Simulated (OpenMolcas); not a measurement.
Computed levels of 4s2 4p in ions with 31 electrons, in cm-1 above 2P* 1/2.

- Program: OpenMolcas
- Method: CASSCF
- Basis: ANO-RCC-VQZP
- Scalar Hamiltonian: DKH2, point nucleus
- Spin-orbit coupling: RASSI with atomic mean-field integrals over the reference wave functions, term energies averaged over their components

Active space for each ion: 1 electron in 3 orbitals (4p).

| Level | Ga | As2+ | Se3+ | Br4+ | Kr5+ |
| --- | --- | --- | --- | --- | --- |
| 2P* 3/2 | 704 | 2593 | 3910 | 5506 | 7398 |

Task: Estimate 2P* 3/2 for Ge+ from its neighbours Ga and As2+.

Result: 2P* 3/2 is fine structure, which grows about as the fourth power of a screened charge, so the fourth roots are averaged: ((704^0.25 + 2593^0.25) / 2)^4 = 1424. The calculation gives 1576, so the estimate is off by -9.6 %; the measured value is 1767 (NIST Handbook of Basic Atomic Spectroscopic Data).

With one active electron the reference holds no correlation, so core polarisation is missing. Computed and measured levels are paired by configuration, term and J; levels that our copy of the source lacks, or whose pairing is in doubt (as where it misses far off the trend of its configuration), stay unpaired and out of the deviations. Levels of configurations outside the active space are missing.

* marks odd parity.
